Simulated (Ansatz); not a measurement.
CH₆O₂Si₂, SMILES O[Si@H]1OC[SiH2]1.

Geometry optimised at ωB97X-D3(BJ)/def2-SVP. The structure was generated by enumeration; whether it is a known compound was not checked. Other conformers were not sampled.

Two levels are set side by side: PBE/def2-SVPD (Ansatz, a first-principles code) and CAM-B3LYP/def2-SVPD (Ansatz). Energy differences of separate SCF runs at the same geometry; the states with an electron removed or added have multiplicity 2 and 2. Differences are taken from unrounded values.

```json
[
 {"quantity": "vertical ionisation energy (eV)", "PBE": "9.26"},
 {"quantity": "vertical singlet–triplet gap (eV)", "PBE": "4.85"}
]
```

Question: These are the PBE values. What does CAM-B3LYP give? (An estimate is asked for; the answer gives what the named calculation found.)

Answer: 
| quantity | CAM-B3LYP | PBE minus CAM-B3LYP |
|---|---|---|
| vertical ionisation energy (eV) | 9.74 | -0.47 |
| vertical singlet–triplet gap (eV) | 5.42 | -0.58 |
